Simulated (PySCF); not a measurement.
CBrF₂, charge +1, multiplicity 1.

```xyz
4

F      0.0000     1.0600    -1.5258
C      0.0000     0.0000    -0.8576
F      0.0000    -1.0600    -1.5258
Br     0.0000     0.0000     0.9317
```
Charge +1, spin multiplicity 1.

The structure is a stationary point at B3LYP-D3(BJ)/def2-SVP. The spin state was assumed, not searched. The isomer is the one that the SMILES or the coordinates give; other isomers of the formula were not compared.

Level of theory: PySCF with HF/pcSseg-2. Non-relativistic, no solvent.

Computed absolute GIAO shielding of each atom: isotropic value and principal components (ppm):
```tsv
atom	σ(iso)	σ11	σ22	σ33	span
F1	71.5	-233.6	183.8	264.2	497.8
C2	-35.5	-183.1	27.0	49.7	232.8
F3	71.5	-233.6	183.8	264.2	497.8
Br4	1514.3	684.7	1401.5	2456.7	1772.0
```
